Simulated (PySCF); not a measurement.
# Dipole response of Rh (rhodium, neutral)

[Kr] 4d8 5s1, high-spin 4F determinant. Calculation: PySCF 2.14, in ANO-RCC-VTZP (7s6p4d2f1g, 68 functions); the spin-free X2C one-electron Hamiltonian (Gaussian nucleus). Coupled (time-dependent) response in atomic units; α is the mean over directions. The basis has no added diffuse functions, which lowers α and C₆.

```
 method  mean α (bohr³)  C₆ (like pair)  S(−4)
r2SCAN0           61.65           538.5   2622
```

S(−4) is the Cauchy moment in α(ω) = α(0) + S(−4) ω² + …

Reference α: 66 ± 10 bohr³ (recommended; Schwerdtfeger and Nagle, table of static dipole polarizabilities (2023 update)). Published C₆: 708.0 (Gould and Bucko (2016)).

Spin-orbit coupling is absent.

α(iu) at r2SCAN0:

```
u (hartree)  α(iu) (bohr³)
          0          61.65
     0.0500          55.85
      0.100          44.37
      0.200          26.76
      0.300          17.94
      0.500          10.65
      0.750          7.237
       1.00          5.529
       1.50          3.638
       2.00          2.563
       3.00          1.434
       5.00         0.6147
```

A single London oscillator, α(iu) = α/(1 + u²/ω²), gives C₆ = (3/4) ω α². Matching the computed C₆ needs ω = 4 × 538.5 / (3 × 61.65²) = 0.189 hartree.
